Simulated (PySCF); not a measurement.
# Worked example: oscillator strength and radiative lifetime

C2H8O2Si, SMILES CO[Si@@H](C)O.

The structure is a stationary point at PBE0-D3(BJ)/def2-SVP. The structure was generated by enumeration; whether it is a known compound was not checked. One conformer was computed; it need not be the lowest.

TDDFT-PBE/def2-SVPD in PySCF puts the first singlet state with f over 0.02 at 7.41 eV (vertical), with the transition dipole (0.085, 0.220, 0.327) in atomic units.

**Question.** Find the oscillator strength, the wavelength and the radiative lifetime that this transition would have in vacuum if emission retraced absorption.

**Answer.** 
|μ|² = 0.1626 au, so |μ| = 1.02 D. ΔE = 7.41/27.211 = 0.2723 hartree. f = (2/3) ΔE |μ|² = 0.030 (the program prints 0.030).
λ = 1239.84/7.41 = 167 nm; ν = 59766 cm⁻¹.
Einstein's coefficient A = 0.6670 ν² f s⁻¹ (ν in cm⁻¹) = 7.0e7 s⁻¹, so τ = 1/A = 14 ns. This state is S7; the lower singlets have f = 0.009, 0.007, 0.018, 0.006, 0.004, 0.002. The figure is the radiative limit of this one transition; relaxation, internal conversion, crossing to triplets and a medium change what is measured.
